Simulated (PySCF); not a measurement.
Isomers of C2H10F3PSi3, mass 205.978 u with the commonest isotopes. The calculation used PBE0/pcSseg-1 in PySCF (dipole) on a GFN2-xTB geometry, gas phase. One conformer each, none proved a minimum here; rigid rotors.

**Question.** Order these by out-of-plane moment Σ m c² = (Ia + Ib − Ic)/2, smallest first.
A. `[F:1][C:2]([F:3])([F:4])[CH2:5][SiH2:6][P:7]([SiH3:8])[SiH3:9]` with C2–C5–Si6–P7 -179°, C5–Si6–P7–Si8 -179°
B. `[F:1][SiH2:2][C:3]([F:4])([F:5])[CH2:6][SiH2:7][PH:8][SiH3:9]` with F1–Si2–C3–F4 -165°, Si2–C3–C6–Si7 179°, C3–C6–Si7–P8 172°, C6–Si7–P8–Si9 173°
C. `[F:1][C:2]([F:3])([F:4])[CH2:5][SiH2:6][PH:7][SiH2:8][SiH3:9]` with C2–C5–Si6–P7 175°, C5–Si6–P7–Si8 171°, Si6–P7–Si8–Si9 74°
D. `[F:1][C:2]([F:3])([F:4])[SiH2:5][CH2:6][SiH2:7][PH:8][SiH3:9]` with C2–Si5–C6–Si7 -57°, Si5–C6–Si7–P8 -165°, C6–Si7–P8–Si9 -172°

**Answer.** B (68.97 u·Å²), D (69.69 u·Å²), A (77.57 u·Å²), C (79.21 u·Å²).

**Question.** Order these by rotational constant A, smallest first.
A. `[F:1][C:2]([F:3])([F:4])[SiH2:5][CH2:6][SiH2:7][PH:8][SiH3:9]` with C2–Si5–C6–Si7 -57°, Si5–C6–Si7–P8 -165°, C6–Si7–P8–Si9 -172°
B. `[F:1][SiH2:2][C:3]([F:4])([F:5])[CH2:6][SiH2:7][PH:8][SiH3:9]` with F1–Si2–C3–F4 -165°, Si2–C3–C6–Si7 179°, C3–C6–Si7–P8 172°, C6–Si7–P8–Si9 173°
C. `[F:1][C:2]([F:3])([F:4])[CH2:5][SiH2:6][P:7]([SiH3:8])[SiH3:9]` with C2–C5–Si6–P7 -179°, C5–Si6–P7–Si8 -179°
D. `[F:1][C:2]([F:3])([F:4])[CH2:5][SiH2:6][PH:7][SiH2:8][SiH3:9]` with C2–C5–Si6–P7 175°, C5–Si6–P7–Si8 171°, Si6–P7–Si8–Si9 74°

**Answer.** C (1541 MHz), D (1814 MHz), A (1877 MHz), B (2004 MHz).

**Question.** Order these by dipole moment, largest first.
A. `[F:1][C:2]([F:3])([F:4])[CH2:5][SiH2:6][P:7]([SiH3:8])[SiH3:9]` with C2–C5–Si6–P7 -179°, C5–Si6–P7–Si8 -179°
B. `[F:1][SiH2:2][C:3]([F:4])([F:5])[CH2:6][SiH2:7][PH:8][SiH3:9]` with F1–Si2–C3–F4 -165°, Si2–C3–C6–Si7 179°, C3–C6–Si7–P8 172°, C6–Si7–P8–Si9 173°
C. `[F:1][C:2]([F:3])([F:4])[SiH2:5][CH2:6][SiH2:7][PH:8][SiH3:9]` with C2–Si5–C6–Si7 -57°, Si5–C6–Si7–P8 -165°, C6–Si7–P8–Si9 -172°

**Answer.** A (2.43 D), C (1.87 D), B (0.67 D).

| SMILES | point group | Ia (u·Å²) | Ib (u·Å²) | Ic (u·Å²) | κ | μa (D) | μb (D) | μc (D) |
| --- | --- | --- | --- | --- | --- | --- | --- | --- |
| FC(F)(F)C[SiH2]P([SiH3])[SiH3] | C1 | 327.97 | 1387.88 | 1560.71 | -0.93 | 2.35 | 0.61 | 0.08 |
| FC(F)(F)[SiH2]C[SiH2]P[SiH3] | C1 | 269.29 | 1664.82 | 1794.73 | -0.97 | 1.03 | 1.55 | 0.10 |
| FC(F)(F)C[SiH2]P[SiH2][SiH3] | C1 | 278.52 | 1722.33 | 1842.43 | -0.98 | 2.06 | 1.15 | 0.31 |
| F[SiH2]C(F)(F)C[SiH2]P[SiH3] | C1 | 252.17 | 1711.17 | 1825.40 | -0.98 | 0.51 | 0.38 | 0.23 |
